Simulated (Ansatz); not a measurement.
Input (CCSDT(Q)/def2-TZVPP; Ansatz, an electronic-structure program):

Ansatz 0.2 input:
```yaml
crystal:
  periodic: [false, false, false]
  atoms:
    - {symbol: Zr, position_ang: [-0.28359222, -0.00722712, -0.07186266]}
    - {symbol: F, position_ang: [1.54631172, 0.03940653, 0.39183755]}
    - {symbol: H, position_ang: [-1.26605758, 0.71713772, 1.31981946]}
    - {symbol: H, position_ang: [-0.77781125, -1.76823986, -0.35700022]}
    - {symbol: H, position_ang: [-0.52924781, 0.98552830, -1.61485059]}
basis:
  gaussian:
    orbitals: def2-TZVPP
magnetization: {spin_polarized: false}
correlation: {method: ccsdt_q, electrons: outside_noble_gas}
```

Output:

```
Functional definition: HF
integrals: 0.36 GiB planned
1695 factors; integrals over basis functions are off by at most 2.2e-7 eV
mean field: 0.45 GiB planned
mean field evaluation 1: about -4018.9010 eV, gradient 3.5e1 eV
mean field evaluation 2: about -4018.9033 eV, gradient 3.5e1 eV
mean field evaluation 4: about -4021.6890 eV, gradient 2.7e0 eV
mean field evaluation 8: about -4021.7221 eV, gradient 3.6e-4 eV
mean field evaluation 16: about -4021.7257 eV, gradient 2.0e-1 eV
mean field -4021.72214004 eV, -147.7955626254 hartree, gradient 9.7e-6 eV, S^2 0.000000; 0 other end points of the search recorded, 0 dependent functions left out
5 core orbitals not correlated
reference -4021.72214004 eV, -147.7955626254 hartree; 7, 7 occupied and 117, 117 virtual orbitals, 1695 factors
second order -10.48232481 eV of doubles, -0.00000000 eV of singles
coupled cluster: 4.68 GiB planned
cycle   1  -10.51431857 eV  change   -3.2e-2 eV  update   1.2e-1
cycle   2  -11.00825387 eV  change   -4.9e-1 eV  update   8.2e-2
cycle   3  -11.33514770 eV  change   -3.3e-1 eV  update   3.2e-2
cycle   4  -11.33852154 eV  change   -3.4e-3 eV  update   1.3e-2
cycle   5  -11.30763901 eV  change    3.1e-2 eV  update   6.7e-3
cycle   6  -11.30962500 eV  change   -2.0e-3 eV  update   3.0e-3
cycle   7  -11.31372495 eV  change   -4.1e-3 eV  update   1.1e-3
cycle   8  -11.31442458 eV  change   -7.0e-4 eV  update   5.4e-4
cycle   9  -11.31385612 eV  change    5.7e-4 eV  update   2.6e-4
cycle  10  -11.31385892 eV  change   -2.8e-6 eV  update   1.1e-4
cycle  11  -11.31370455 eV  change    1.5e-4 eV  update   5.7e-5
cycle  12  -11.31365774 eV  change    4.7e-5 eV  update   3.3e-5
cycle  13  -11.31366634 eV  change   -8.6e-6 eV  update   9.5e-6
cycle  14  -11.31365952 eV  change    6.8e-6 eV  update   5.8e-6
cycle  15  -11.31365269 eV  change    6.8e-6 eV  update   1.9e-6
cycle  16  -11.31365402 eV  change   -1.3e-6 eV  update   1.3e-6
perturbative correction -0.01255120 eV, -0.0004612480 hartree
Total energy: -4033.04834526 eV, -148.2117929900 hartree
```
